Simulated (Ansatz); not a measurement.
`N[SiH](O)[GaH2]` + acetylene → `C#C[SiH](N)[GaH2]` + H₂O at 700 K and 1 bar (formal exchange of groups at the Si–O bond).

Program: Ansatz. Geometries: PBE0-D4/def2-TZVP. ΔE: electronic, gas phase. CCSD(T)/CBS adds triple-zeta CCSD(T) − MP2 to the extrapolated MP2 energy (def2 sets, frozen cores). This one scheme is used for every species. For Ga outer-core shells are correlated without core-valence functions, which leaves a few kJ/mol of doubt a bond. Scalar relativity is left out up to krypton. Each species was taken in one conformer, which may not be the lowest.

| species | CCSD(T)/CBS energy (Eh) | H − E (kJ/mol) | S (J/(mol·K)) |
| --- | --- | --- | --- |
| `N[SiH](O)[GaH2]` | -2346.56750 | 248.3 | 490.6 |
| `C#C` | -77.22717 | 102.1 | 244.4 |
| `C#C[SiH](N)[GaH2]` | -2347.39412 | 270.7 | 527.4 |
| H₂O | -76.37941 | 80.5 | 218.4 |

H − E and S are ideal-gas, rigid-rotor, harmonic terms from PBE0-D4/def2-TZVP, for one conformer and one mirror image of each species. 1 Eh = 2625.50 kJ/mol, R = 8.31446 J/(mol·K).

Q: By hand: ΔE, ΔH, ΔS and ΔG.

A: ΔE = (-2347.39412) + (-76.37941) − (-2346.56750) − (-77.22717) = 0.02114 Eh = 55.5 kJ/mol. Δ(H − E) = 270.7 + 80.5 − 248.3 − 102.1 = 0.8, so ΔH = 56.3 kJ/mol. ΔS = 527.4 + 218.4 − 490.6 − 244.4 = 10.8 J/(mol·K). ΔG = 56.3 − 700 × (10.8)/1000 = 48.7 kJ/mol.

Q: By hand: the equilibrium constant, and the temperature at which ΔG would vanish if ΔH and ΔS stayed fixed.

A: log₁₀ K = −ΔG/(RT ln 10) = -3.6. ΔG = 0 at ΔH/ΔS = 5213 K, far beyond where these terms or the molecules hold.

The number of gas molecules stays the same, so ΔS is small and ΔH decides. A doubt of 5 kJ/mol in ΔE shifts log₁₀ K by 0.4 here. Other conformers and mirror images would add mixing entropy, several J/(mol·K) or more a flexible species. Modes under 60 cm⁻¹, often nearly free rotors, make the harmonic entropy too high. These are equilibria of isolated gas molecules and say nothing of rates. Largest T1 diagnostic: 0.013 (customary marks: 0.02 for closed shells, 0.045 for open ones).
